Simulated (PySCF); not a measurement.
Polarisability and C₆ of Te (tellurium, neutral)

[Kr] 4d10 5s2 5p4, high-spin 3P determinant. Computed with PySCF 2.14 in aug-cc-pVQZ-PP with ECP28MDF (7s7p5d3f2g, 92 functions), with scalar relativity through the core potential. Coupled (time-dependent) response in atomic units; α is the mean over directions.

| method | mean α (bohr³) | α xx, yy, zz | C₆ (like pair) | S(−4) |
| --- | --- | --- | --- | --- |
| UHF | 38.15 | 35.96, 42.52, 35.96 | 415.1 | 335.5 |
| PBE | 41.40 | 38.54, 47.12, 38.54 | 454.3 | 444.0 |
| PBE0 | 39.58 | 37.04, 44.65, 37.04 | 431.5 | 383.4 |

S(−4) is the Cauchy moment in α(ω) = α(0) + S(−4) ω² + …

Reference α: 38 ± 4 bohr³ (recommended; Schwerdtfeger and Nagle, table of static dipole polarizabilities (2023 update)). Published C₆: 445.0 (Chu and Dalgarno (2004); Tang, Norbeck and Certain (1976)).

Spin-orbit coupling is absent.

α(iu) at PBE0:

```json
{"u (hartree)": "0", "α(iu) (bohr³)": "39.58"}
{"u (hartree)": "0.0500", "α(iu) (bohr³)": "38.65"}
{"u (hartree)": "0.100", "α(iu) (bohr³)": "36.19"}
{"u (hartree)": "0.200", "α(iu) (bohr³)": "29.36"}
{"u (hartree)": "0.300", "α(iu) (bohr³)": "22.92"}
{"u (hartree)": "0.500", "α(iu) (bohr³)": "14.19"}
{"u (hartree)": "0.750", "α(iu) (bohr³)": "8.609"}
{"u (hartree)": "1.00", "α(iu) (bohr³)": "5.791"}
{"u (hartree)": "1.50", "α(iu) (bohr³)": "3.225"}
{"u (hartree)": "2.00", "α(iu) (bohr³)": "2.114"}
{"u (hartree)": "3.00", "α(iu) (bohr³)": "1.151"}
{"u (hartree)": "5.00", "α(iu) (bohr³)": "0.5060"}
```

The components differ because the open shell of this determinant is not spherical; for a pure term their mean is the scalar polarisability.

Energies and moments cover only the electrons outside the core potential.
